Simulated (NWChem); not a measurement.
Species: C4H3F; SMILES C(F)(C#C)=C

Computed with NWChem. Pople sets run with spherical d functions. All runs use the structure optimised with PBE-D3(BJ)/def2-SVP. Level: B3LYP/6-31G* with COSMO at NWChem's default radii, gas-phase geometry; rows give the dielectric constant.

For dielectric constant 1.5:

```yaml
electrostatic solvation energy (kcal/mol): -1.0
dipole in solution (D): 1.54
```

Question: Estimate the same quantities for dielectric constant 37.5.

Answer: The electrostatic solvation energy (kcal/mol) comes out as -3.1 and the dipole in solution (D) comes out as 1.77.
